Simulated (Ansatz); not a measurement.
## Ansatz (development build ahead of 0.2.0) run

```yaml
crystal:
  periodic: [false, false, false]
  atoms:
    - { symbol: Mo, position_ang: [0.0, 0.0, 0.0] }
    - { symbol: Ru, position_ang: [0.0, 0.0, 3.588] }
basis:
  gaussian: { orbitals: def2-TZVPP }
magnetization:
  spin_polarized: true
  initial_magnetization: 2
hamiltonian:
  xc: hf
```

The input is written out in the form of the current development build from the run's settings. The basis set brings a core potential for Mo, Ru, so the total leaves out those core electrons.

Output:

```json
{
  "Converged": "yes",
  "Total energy": "-161.69514 hartree",
  "Spin squared of the determinant": "5.812",
  "Stability test": "minimum"
}
```

Caution: another spin multiplicity may lie lower; the unrestricted determinant is a mixture of spin states.
